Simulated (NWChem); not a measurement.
C3H2FNS; SMILES c1(F)ncsc1

Computed with NWChem. Structure relaxed at the PBE0/def2-SVP level. Level: M06-2X/def2-SVP with COSMO at NWChem's default radii, gas-phase geometry; rows give the dielectric constant.

| dielectric constant | electrostatic solvation energy (kcal/mol) | dipole in solution (D) |
|---|---|---|
| 1.5 | -1.4 | 2.81 |
| 2.0 | -2.2 | 2.94 |
| 7.6 | -4.1 | 3.28 |
| 25.0 | -4.6 | 3.37 |
| 46.7 | -4.7 | 3.39 |
